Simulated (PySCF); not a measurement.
A GIAO shielding run with PySCF (density fitting, non-relativistic, gas phase) on SMILES C([SiH2]C[C@H](F)[SiH3])S[SiH3], C3H13FSSi3:

```
$ OMP_NUM_THREADS=1 python probes_run.py task.json out

{"job": {"kind": "nmr", "xc": "PBE0", "basis": "pcSseg-1"}, "charge": 0, "multiplicity": 1}
F     -1.960972     1.725872    -0.629262
C     -2.293999     0.377081    -0.486434
Si    -4.061794     0.286835     0.262802
C     -1.222887    -0.305057     0.348500
Si     0.510771    -0.025924    -0.392111
C      1.764535    -0.936260     0.714460
S      3.329373    -1.313697    -0.155707
Si     4.233510     0.603790    -0.399149
H     -2.268376    -0.020473    -1.507942
H     -4.008968     0.880776     1.597163
H     -4.966640     1.027737    -0.611356
H     -4.422128    -1.129800     0.332121
H     -1.463751    -1.367093     0.396328
H     -1.268998     0.080531     1.368127
H      0.552147    -0.592503    -1.744094
H      0.847994     1.399995    -0.409649
H      1.394728    -1.910638     1.027108
H      2.019434    -0.374982     1.611240
H      4.127545     1.306316     0.875142
H      5.604402     0.272807    -0.745324
H      3.545154     1.341033    -1.452436
```

Hardware: 1 thread of an Arm Neoverse V2, shared host. The job also computes population analyses, field gradients.

Question: How large is the calculation?

Answer: 98 electrons, 229 basis functions and 1284 auxiliary functions.

Question: How long does it take, and how much memory does it need?

Answer: 49 s of wall time, with 12 SCF cycles and 5 response iterations; peak memory 1.1 GiB. Times on a shared host scatter by some tens of per cent.
